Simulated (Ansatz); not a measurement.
Reaction (hydrogenolysis of a Ge–O bond): `F[SiH2][O][GeH3]` + H₂ → GeH₄ + `O[SiH2]F`

Gas-phase electronic energies from Ansatz, PBE0-D4/def2-TZVP geometries. CCSD(T)/CBS is the MP2 limit (def2-TZVPP, def2-QZVPP) plus CCSD(T) − MP2 in def2-TZVPP, frozen cores. This one scheme is used for every species. For Ge outer-core shells are correlated without core-valence functions, which leaves a few kJ/mol of doubt a bond. Scalar relativity is left out up to krypton. Each species was taken in one conformer, which may not be the lowest.

| species | CCSD/def2-TZVPP energy (Eh) |
| --- | --- |
| `F[SiH2][O][GeH3]` | -2542.63930 |
| H₂ | -1.17233 |
| GeH₄ | -2077.97792 |
| `O[SiH2]F` | -465.82788 |

Problem. Work out ΔE.

Solution. ΔE = (-2077.97792) + (-465.82788) − (-2542.63930) − (-1.17233) = 0.00583 Eh = +15.3 kJ/mol. CCSD(T)/CBS gives +17.4 kJ/mol.

Largest T1 diagnostic among the species: 0.012.

The D4 term adds +9.0 kJ/mol with B3LYP and +5.0 kJ/mol with PBE0; it sums over pairs of atoms, weighted by their polarisabilities, and B3LYP, whose exchange is more repulsive, gets the larger term. At CCSD(T), def2-SVP lies −3.2 kJ/mol from the extrapolated value and def2-TZVPP +0.4 kJ/mol.

B3LYP here is the variant with VWN-RPA as its local correlation; programs differ in this.
